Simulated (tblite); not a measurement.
Compound: C₆H₉FO₂.
Cartesian coordinates in Å at the GFN2-xTB level; atoms count from 1:
```xyz
18
C6H9FO2 angstrom
C      3.0548    0.1342   -0.4201
C      1.5917   -0.1838   -0.6739
O      0.8340    0.3285    0.4184
C     -0.4952    0.1405    0.3701
C     -1.3148   -0.4415   -0.5013
F     -1.0224   -1.0526   -1.6717
C     -2.7390   -0.3627   -0.0435
O     -2.6732    0.3294    1.1918
C     -1.3329    0.6667    1.5065
H      3.6579   -0.2466   -1.2392
H      3.1957    1.2089   -0.3433
H      3.3819   -0.3264    0.5081
H      1.4393   -1.2673   -0.7513
H      1.2514    0.2804   -1.6077
H     -3.3725    0.1927   -0.7495
H     -3.1822   -1.3571    0.1084
H     -1.0473    0.2072    2.4619
H     -1.2363    1.7558    1.6045
```

Computed values, GFN2-xTB/tblite, gas phase, harmonic and unscaled. Against measured fundamentals such values can be off by several per cent, at times by over 20. One conformer, not necessarily the lowest.

Harmonic wavenumbers (cm⁻¹): 46.1, 65.3, 95.4, 131.5, 190.9, 216.5, 282.9, 313.1, 352.3, 416.1, 457.8, 605.6, 683.3, 812.7, 839.1, 926.5, 978.4, 984.1, 995.2, 1075.5, 1083.7, 1104.0, 1114.1, 1139.0, 1139.1, 1148.6, 1214.8, 1238.2, 1252.0, 1297.6, 1300.4, 1343.5, 1402.3, 1473.4, 1474.3, 1480.9, 1483.4, 1491.4, 1778.9, 2850.8, 2871.6, 2892.7, 2905.7, 2908.7, 2928.2, 3051.3, 3052.8, 3055.8.

A = 3145, B = 1054, C = 805.4 MHz; mass 132.059 u (most abundant isotopes); point group Cs, symmetry number 1.

Task: What is the zero-point energy?

Result: Half the sum of the wavenumbers: 30973 cm⁻¹ = 88.56 kcal/mol.

Task: Give the ideal-gas entropy at 273.15 K and 1 bar in the rigid-rotor, harmonic-oscillator model (classical rotation).

Result: Translation 40.14, rotation 28.92, vibration 25.60: S = 94.7 cal/(mol K).

Task: And Cp and H(273.15 K) − H(0)?

Result: Cp = 32.99 cal/(mol K), of which vibrations give 25.04 (their classical limit is 48 R = 95.4); H(273.15 K) − H(0) = 5.78 kcal/mol without the zero-point energy, 3.61 from vibrations.

Task: How do the functions run with temperature in this model?

Result: 
```
 T (K)  S (cal/(mol K))  Cp (cal/(mol K))  H − H(0) (kcal/mol)  G − H(0) (kcal/mol)  ln q(vib)
    50             58.9              13.4                 0.51                -2.44       0.57
   100             69.9              18.6                 1.32                -5.67       1.83
298.15             97.6              35.3                 6.63               -22.48       6.84
373.15            106.3              42.3                 9.54               -30.13       8.63
   500            120.2              53.0                15.60               -44.51      11.62
   750            144.9              68.4                30.93               -77.72      17.36
  1000            166.0              78.2                49.33              -116.64      22.76
```

q(vib) and H(0) count from the zero-point level.

Task: Blend soft modes into free rotors: weight 1/[1 + (100 cm⁻¹/ν̃)⁴] for the oscillator and the rest for a rotor with moment μB/(μ + B), μ = h/(8π²ν), B = 10⁻⁴⁴ kg m². What vibrational entropy results?

Result: 23.26 cal/(mol K) in place of 25.60, which changes −T·S at 273.15 K by +0.64 kcal/mol.

Hindered rotation and anharmonicity are outside this model. Other conformers, if any are populated, would add a mixing term that is left out.
